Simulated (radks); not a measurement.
Spherical quantum dot in the effective-mass picture: electrons in a hard-walled sphere of radius 2.27, with a point charge +2 (a donor) at the centre, all in effective atomic units (hartree* = m*/eps^2 hartree, bohr* = eps/m* bohr), one dielectric constant everywhere. Calculated with a radial shooting solver with Libxc functionals: non-relativistic Kohn-Sham, PBE, spin-polarised, spherical densities. Levels are named by radial order and angular momentum (1s, 1p, 1d, 2s, ...), and open shells are averaged over m. Results are scaled to m* = 0.253 and eps = 5.7, for which hartree* = 211.9 meV and bohr* = 1.192 nm.

N = 25, configuration 1s2 1p6 1d10 2s2 1f(up 5, down 0). This is the lowest configuration that the search found. Occupied and some empty levels:

level,occupation,eigenvalue (meV),<r> (nm)
1s up,1,2969.1,1.541
1s down,1,2984.4,1.513
1p up,3,3127.7,1.804
1p down,3,3148.7,1.796
1d up,5,3335.5,1.897
1d down,5,3358.5,1.893
2s up,1,3407.2,1.119
2s down,1,3415.5,1.140
1f up,5,3606.6,1.964
1f down,0,3631.0,1.962
1g up,0,3937.8,2.016
1g down,0,3963.0,2.015
2p up,0,3977.8,1.374
2p down,0,3987.2,1.374
2d up,0,4454.3,1.526
2d down,0,4466.6,1.524

Energy (meV): total 44743.4, kinetic 17501, external -8371.7, Hartree 39568, exchange-correlation -3953.8.
